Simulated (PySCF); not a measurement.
RuCl3: BP86 against PBE0

Base calculation in PySCF with density fitting and no spin–orbit coupling, BP86/def2-TZVP (scalar-relativistic core potentials): quartet, C2v, Ru–Cl 2.172 Å, Ru–Cl 2.213 Å (×2); Cl–Ru–Cl 105.8° (×2), Cl–Ru–Cl 148.5°; wavenumbers 78, 92, 103, 364, 416, 417 cm⁻¹; dipole moment 0.36 D, polar-tensor charge of Ru 1.14 e, atomisation energy (no zero-point energy) 1066 kJ/mol.

**Question.** What changes on going to PBE0/def2-TZVP (scalar-relativistic core potentials)?

**Answer.** The point group stays the same. Changes: mean bond to Ru -0.013 Å, smallest bond angle -1.0 degrees, highest wavenumber +18 cm⁻¹, lowest wavenumber +8 cm⁻¹, dipole moment +0.24 D, polar-tensor charge of Ru +0.26 e, atomisation energy (no zero-point energy) -84 kJ/mol. The new structure has Ru–Cl 2.161 Å, Ru–Cl 2.201 Å (×2); Cl–Ru–Cl 104.8° (×2), Cl–Ru–Cl 150.5°, with wavenumbers 86, 88, 109, 379, 425, 435 cm⁻¹.

Open d or f shells are single determinants, so the state found may not be the ground state. Only the bonding shown was studied: isomers, or loss of a ligand pair, can lie lower.
